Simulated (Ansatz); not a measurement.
## Energy profile

The step: CH₄ + InH → CH₃In ([CH3][In]) + H₂; bonds formed: In1–C4, H2–H3; bonds broken: In1–H3, H2–C4 (atoms numbered as in the saddle structure below).

In1  (-1.766, -0.850, -0.359)
H2  (0.232, -0.682, -0.556)
H3  (0.065, -1.477, -1.151)
C4  (0.225, 0.532, 0.375)
H5  (0.054, 0.478, 1.454)
H6  (1.308, 0.491, 0.218)
H7  (-0.118, 1.508, 0.019)
(Å)

Electronic energies by CCSD(T) at an estimated basis limit (MP2 extrapolated from triple and quadruple zeta, plus CCSD(T) − MP2 in triple zeta), on PBE0-D4/def2-TZVP structures; CH₅In, singlet; no counterpoise correction. Ansatz 0.2.0; basis: def2-TZVPP and def2-QZVPP; cores frozen in the correlated methods. Filled d shells of the heavier atoms are correlated. Core potentials replace the inner electrons of the atoms past krypton. The def2 sets are not built for correlating such inner shells, so the correlated values are less sure here. Extrapolation: Hartree–Fock as exp(−7.88 √X), correlation as X^−2.97.

**Question.** Give the profile in kcal/mol, counted from the separated reactants. (An estimate is asked for; the value comes from the calculation.)

**Answer.** Computed:
```
                                                                                      point  kcal/mol
                      separated: InH (In1, H3; singlet) + CH₄ (H2, C4, H5, H6, H7; singlet)      0.00
                                                                            start structure     -2.04
                                                                                     saddle     34.30
                                                                              end structure      7.64
separated: CH₃In (linked as [CH3][In]; In1, C4, H5, H6, H7; singlet) + H₂ (H2, H3; singlet)      8.60
```

T1 diagnostic: at most 0.017.

For scale, one of the runs: CCSD(T)/def2-TZVPP, 151 basis functions, launched by `ansatz run in.yaml --threads 2 --pin off --events-out ev --progress --plain --max-ram 4352MiB`. Hardware: 2 CPU threads of an Arm Neoverse V2, shared host. Wall time 17 s; peak host memory 1.1 GiB.
